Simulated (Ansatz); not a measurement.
A CCSD(T) single point on `CO[SiH](C)[SeH]`.

```yaml
crystal:
  periodic: [false, false, false]
  atoms:
    - {symbol: C, position_ang: [0.446978, -2.043492, -0.455702]}
    - {symbol: O, position_ang: [0.487122, -0.662767, -0.729698]}
    - {symbol: Si, position_ang: [-0.367599, 0.458667, 0.106456]}
    - {symbol: C, position_ang: [0.117050, 2.112030, -0.570831]}
    - {symbol: Se, position_ang: [0.105880, 0.419604, 2.348004]}
    - {symbol: H, position_ang: [0.813544, -2.255452, 0.554559]}
    - {symbol: H, position_ang: [1.088695, -2.552891, -1.176182]}
    - {symbol: H, position_ang: [-0.569894, -2.442220, -0.552230]}
    - {symbol: H, position_ang: [-1.822387, 0.168244, -0.013416]}
    - {symbol: H, position_ang: [-0.488046, 2.903276, -0.124258]}
    - {symbol: H, position_ang: [1.168833, 2.320592, -0.362535]}
    - {symbol: H, position_ang: [-0.025156, 2.128687, -1.653925]}
    - {symbol: H, position_ang: [-0.955020, -0.554287, 2.629747]}
basis:
  gaussian: {orbitals: def2-TZVPP}
correlation: {method: ccsd_t}
```

```sh
$ ansatz run in.yaml --threads 2 --pin off --events-out ev --progress --plain --max-ram 22528MiB --backend cuda --devices 0, --max-vram 18GiB
```

Output of Ansatz, abridged:

```
Functional definition: HF
1750 factors; integrals over basis functions are off by at most 1.1e-3 eV
mean field evaluation 1: about -77390.1560 eV, gradient 4.0e1 eV
mean field evaluation 2: about -77390.4741 eV, gradient 4.0e1 eV
mean field evaluation 4: about -77394.2810 eV, gradient 4.9e0 eV
mean field evaluation 8: about -77394.3598 eV, gradient 2.8e-1 eV
mean field evaluation 16: about -77394.3603 eV, gradient 2.0e-6 eV
mean field -77394.36032241 eV, -2844.1902820669 hartree, gradient 2.0e-6 eV, S^2 0.000000; 0 other end points of the search recorded, 0 dependent functions left out
17 core orbitals not correlated: weight in the atoms' cores, before any rotation towards them, 1.000 or more for the frozen orbitals, at most 0.000 for the correlated occupied ones
reference -77394.36032241 eV, -2844.1902820669 hartree; 21, 21 occupied and 257, 257 virtual orbitals, 1750 factors
second order -26.88983444 eV of doubles, -0.00000000 eV of singles
cycle   1  -27.37447133 eV  change   -4.8e-1 eV  update   1.1e-1
cycle   2  -28.04315439 eV  change   -6.7e-1 eV  update   3.1e-2
cycle   3  -28.16214638 eV  change   -1.2e-1 eV  update   1.5e-2
cycle   4  -28.15032145 eV  change    1.2e-2 eV  update   3.5e-3
cycle   5  -28.14937952 eV  change    9.4e-4 eV  update   1.5e-3
cycle   6  -28.14970659 eV  change   -3.3e-4 eV  update   4.6e-4
cycle   7  -28.14937595 eV  change    3.3e-4 eV  update   1.8e-4
cycle   8  -28.14935134 eV  change    2.5e-5 eV  update   5.2e-5
perturbative correction -1.05609333 eV, -0.0388107139 hartree
Total energy: -77423.56576707 eV, -2845.2635623621 hartree
```

Hardware: 2 threads of an AMD EPYC 7R13 on a shared host and a share of an NVIDIA H100 80 GB. Wall time 7 s, peak host memory 0.86 GiB.

MP2 recovers 92.1 % of the CCSD(T) correlation energy and the triples give 3.6 %; T1 = 0.0102.
